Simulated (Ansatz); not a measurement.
Consider the ligand exchange at a B–O bond: `BO[SiH2][GeH3]` + `[BH2][AlH][OH]` → `B[O][AlH][BH2]` + `O[SiH2][GeH3]`.

Program: Ansatz. Geometries: PBE0-D4/def2-TZVP. ΔE: electronic, gas phase. CCSD(T)/CBS adds triple-zeta CCSD(T) − MP2 to the extrapolated MP2 energy (def2 sets, frozen cores). Functionals use def2-TZVPP. For Ge outer-core shells are correlated without core-valence functions, which leaves a few kJ/mol of doubt a bond. Scalar relativity is left out up to krypton. Each species was taken in one conformer, which may not be the lowest.

`BO[SiH2][GeH3]`:

```xyz
11

B    -2.017   -0.147   -0.664
O    -1.405   -0.846    0.308
Si    0.147   -0.818    0.907
Ge    1.526    0.785   -0.195
H    -3.171   -0.379   -0.890
H    -1.407    0.688   -1.284
H     0.052   -0.514    2.357
H     0.704   -2.185    0.741
H     0.982    2.212   -0.026
H     1.662    0.481   -1.695
H     2.927    0.723    0.441
```

`[BH2][AlH][OH]`:

Z-matrix (Å, degrees):
```
B
Al 1 2.121
H 1 1.199 2 122.7
H 1 1.199 2 122.7 3 -178.8
O 2 1.703 1 116.4 3 -90.7
H 2 1.595 1 125.1 3 89.3
H 5 0.956 2 123.0 1 179.9
```

`B[O][AlH][BH2]`:

Cartesian coordinates in Å:
```
B -1.174 0.146 1.903
O -0.692 0.341 0.677
Al -0.067 0.577 -0.879
B 1.494 -0.716 -1.501
H -2.098 -0.611 2.066
H -0.679 0.724 2.837
H -0.725 1.754 -1.713
H 1.288 -1.755 -2.063
H 2.653 -0.461 -1.326
```

`O[SiH2][GeH3]`:

Cartesian coordinates in Å:
```
O 0.782 1.391 1.123
Si -0.266 0.136 0.884
Ge 0.048 -0.599 -1.352
H 0.785 1.811 1.985
H 0.000 -0.979 1.840
H -1.679 0.563 1.098
H -0.903 -1.773 -1.646
H 1.490 -1.079 -1.580
H -0.257 0.528 -2.352
```

```tsv
level	ΔE (kcal/mol)
B2PLYP	-0.9
HF/def2-TZVPP	-2.2
CCSD(T)/def2-TZVPP	0.0
CCSD/CBS(def2)	-0.4
```

Question: What does CCSD(T)/CBS give? (An estimate is asked.)

Answer: Computed: 0.0 kcal/mol. The listed levels differ from it by -0.9, -2.2, 0.0, -0.4 kcal/mol.

Largest T1 diagnostic among the species: 0.014.

In def2-TZVPP, CCSD(T) changes the Hartree–Fock value by +2.2 kcal/mol (the triples alone add +0.4 kcal/mol) and MP2 by +2.3 kcal/mol. The D4 term adds +0.9 kcal/mol with B3LYP and +0.5 kcal/mol with PBE0; it sums over pairs of atoms, weighted by their polarisabilities, and B3LYP, whose exchange is more repulsive, gets the larger term.

B3LYP here is the variant with VWN-RPA as its local correlation; programs differ in this.
